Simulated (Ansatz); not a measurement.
Reactions of C$_{3}$H$_{7}$OSb (`CC1O[CH]1[SbH2]`).

Program: Ansatz. Geometries: PBE0-D4/def2-TZVP. ΔE: electronic, gas phase. CCSD(T)/CBS adds triple-zeta CCSD(T) − MP2 to the extrapolated MP2 energy (def2 sets, frozen cores). This one scheme is used for every species. DFT in def2-TZVPP. def2 core potentials past Kr. For Sb outer-core shells are correlated without core-valence functions, which leaves a few kJ/mol of doubt a bond. One conformer a species, not always the lowest.

```json
{"reaction": "`C[C@H]1O[C@@H]1[SbH2]` + `N[SiH](O)Cl` → `N[Si](O)(Cl)[SbH2]` + `CC1CO1`", "B2PLYP (eV)": "-0.58"}
{"reaction": "`C[C@H]1O[C@@H]1[SbH2]` + `CCS` → `C[CH](S)[SbH2]` + `CC1CO1`", "B2PLYP (eV)": "0.03"}
{"reaction": "`C[C@H]1O[C@@H]1[SbH2]` + `C=C=N` → `C=C=[N][SbH2]` + `CC1CO1`", "B2PLYP (eV)": "-0.42"}
{"reaction": "`C[C@H]1O[C@@H]1[SbH2]` + dimethylamine → `C[N](C)[SbH2]` + `CC1CO1`", "B2PLYP (eV)": "0.03"}
{"reaction": "`C[C@H]1O[C@@H]1[SbH2]` + `N[SiH](O)F` → `N[SiH](F)[O][SbH2]` + `CC1CO1`", "B2PLYP (eV)": "-0.43"}
```

(1) Give the CCSD(T)/CBS values in the same order. (Estimate.)

Largest T1 diagnostic: 0.015, for `C=C=[N][SbH2]`.

Answers

(1) Ansatz gave: -0.59, -0.02, -0.34, 0.01, -0.39 eV.
